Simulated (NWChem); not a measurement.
Species: C3H4F2Si; SMILES C([SiH3])=C=C(F)F

```xyz
10

F      1.0948    -2.2096     0.2024
C      0.0000    -1.4916    -0.0464
F     -1.0955    -2.2077     0.2048
C      0.0006    -0.2646    -0.4868
C      0.0013     0.9855    -0.8799
Si     0.0036     2.4417     0.3209
H      0.0004     1.1989    -1.9540
H      1.2069     3.2846     0.0861
H      0.0079     1.9315     1.7135
H     -1.2025     3.2825     0.0935
```
Atoms are numbered in this order, from 1.

The geometry was optimised at B3LYP/6-31G* (spherical d).

**Question.** Give the principal values of the shielding tensors (ppm) of F1, C2, C4, C5, Si6 from PBE0/pcSseg-1, GIAO (NWChem), with their diamagnetic and paramagnetic parts as GIAO splits them.

**Answer.** 
```tsv
atom	σ11	σ22	σ33	isotropic	diamagnetic	paramagnetic
F1	230.1	241.1	379.4	283.5	474.6	-191.1
C2	-18.4	-11.2	64.8	11.7	250.6	-238.9
C4	-93.5	-36.4	44.8	-28.4	260.4	-288.8
C5	-21.3	34.9	177.9	63.8	261.0	-197.1
Si6	385.3	417.1	460.5	421.0	880.0	-459.0
```
